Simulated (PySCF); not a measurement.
Harmonic spectrum computed at B3LYP in the def2-SVP basis family (core potentials from Rb on, PySCF, no spin–orbit coupling):

```
symmetry  ω (cm⁻¹)  IR (km/mol, summed over degenerate members)
      πu        62                                          3.2
     σg+       380                                          0.0
     σu+       397                                         87.9
```

Which molecule gave it? In each, all ligands are bound to the one heavy central atom.
A. MnCl₂ (sextet)
B. FeCl₂ (quintet)
C. NiCl₂ (triplet)
D. OsCl₂ (quintet)

D. It has D∞h symmetry with Os–Cl 2.263 Å (×2).
